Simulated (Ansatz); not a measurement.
`CO[SiH2]CF` + H₂S → `CO[SiH2]CS` + H–F  (substitution at a C–F bond)

Gas-phase electronic energies from Ansatz, PBE0-D4/def2-TZVP geometries. CCSD(T)/CBS is the MP2 limit (def2-TZVPP, def2-QZVPP) plus CCSD(T) − MP2 in def2-TZVPP, frozen cores. This one scheme is used for every species. DFT in def2-TZVPP. One conformer a species, not always the lowest.

`CO[SiH2]CF`:

Z-matrix (Å, degrees):
```
C
O 1 1.412
H 1 1.094 2 111.2
H 1 1.091 2 108.1 3 -119.5
H 1 1.096 2 111.5 3 121.2
Si 2 1.637 1 123.7 3 -72.0
C 6 1.890 2 112.1 1 70.3
H 6 1.484 2 106.9 1 -171.5
H 6 1.490 2 110.4 1 -50.2
F 7 1.396 6 110.3 2 -64.8
H 7 1.097 6 111.2 2 175.3
H 7 1.096 6 111.6 2 55.1
```

H₂S:

```xyz
3

S     0.243    0.167   -0.545
H    -0.908   -0.418   -0.181
H     0.664    0.251    0.726
```

`CO[SiH2]CS`:

```xyz
13

C     1.057   -1.805   -0.660
O     0.260   -0.887    0.052
Si    0.418    0.744   -0.090
C    -0.966    1.484    0.916
S    -2.581    0.865    0.374
H     0.974   -1.653   -1.742
H     0.712   -2.813   -0.424
H     2.112   -1.724   -0.375
H     0.311    1.155   -1.517
H     1.747    1.177    0.435
H    -0.825    1.323    1.987
H    -0.985    2.565    0.747
H    -2.235   -0.431    0.298
```

H–F:

```xyz
2

F     0.043   -0.127   -0.440
H    -0.043    0.127    0.440
```

| level | ΔE (kcal/mol) | difference from CCSD(T)/CBS |
| --- | --- | --- |
| PBE-D4 | -13.4 | 2.2 |
| ωB97X-V | -11.8 | 3.8 |
| B2PLYP | -12.2 | 3.4 |
| PBE | -12.0 | 3.6 |
| r2SCAN | -12.4 | 3.2 |
| SCS-MP2/def2-TZVPP | -14.7 | 0.9 |
| CCSD/def2-TZVPP | -13.4 | 2.2 |
| HF/def2-QZVPP | -8.5 | 7.1 |
| MP2/CBS(def2) | -18.9 | -3.3 |
| CCSD/CBS(def2) | -14.8 | 0.8 |
| CCSD(T)/CBS | -15.6 | 0 |

Largest T1 diagnostic among the species: 0.011.

The D4 term adds −2.3 kcal/mol with B3LYP and −1.2 kcal/mol with PBE0; it sums over pairs of atoms, weighted by their polarisabilities, and B3LYP, whose exchange is more repulsive, gets the larger term. From PBE to PBE0 (25 % exact exchange), in def2-TZVPP and without D4, ΔE moves by −1.2 kcal/mol. In def2-TZVPP, CCSD(T) changes the Hartree–Fock value by −5.8 kcal/mol (the triples alone add −0.9 kcal/mol) and MP2 by −9.1 kcal/mol.

B3LYP here is the variant with VWN-RPA as its local correlation; programs differ in this.
